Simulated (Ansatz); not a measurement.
Computed with Ansatz on PBE0-D4/def2-TZVP structures; ΔE is electronic, products minus reactants. CCSD(T)/CBS adds triple-zeta CCSD(T) − MP2 to the extrapolated MP2 energy (def2 sets, frozen cores). This one scheme is used for every species. DFT in def2-TZVPP. B3LYP here is the variant with VWN-RPA as its local correlation; programs differ in this. Elements past krypton have def2 core potentials. For In outer-core shells are correlated without core-valence functions, which leaves a few kJ/mol of doubt a bond. Each species was taken in one conformer, which may not be the lowest.

Consider the hydrogenolysis of the In–Cl bond: `C=[CH][InH][Cl]` + H₂ → `C=[CH][InH2]` + HCl.

| level | ΔE (kJ/mol) | difference from CCSD(T)/CBS |
| --- | --- | --- |
| PBE-D4 | 118.7 | -5.3 |
| B3LYP-D4 | 121.0 | -3.0 |
| ωB97X-V | 117.5 | -6.5 |
| PBE-QIDH | 118.9 | -5.1 |
| BLYP | 115.5 | -8.5 |
| r2SCAN | 124.4 | 0.4 |
| HF/def2-SVP | 112.1 | -11.9 |
| CCSD(T)/def2-SVP | 110.8 | -13.2 |
| MP2/def2-QZVPP | 130.4 | 6.4 |
| CCSD/CBS(def2) | 120.8 | -3.2 |
| CCSD(T)/CBS | 124.0 | 0 |

Largest T1 diagnostic among the species: 0.013.

The D4 term adds +6.2 kJ/mol with B3LYP and +3.4 kJ/mol with PBE0; it sums over pairs of atoms, weighted by their polarisabilities, and B3LYP, whose exchange is more repulsive, gets the larger term. At CCSD(T), def2-SVP lies −13.2 kJ/mol from the extrapolated value and def2-TZVPP −9.5 kJ/mol. From r2SCAN to r2SCAN0 (25 % exact exchange), in def2-TZVPP and without D4, ΔE moves by −3.2 kJ/mol.
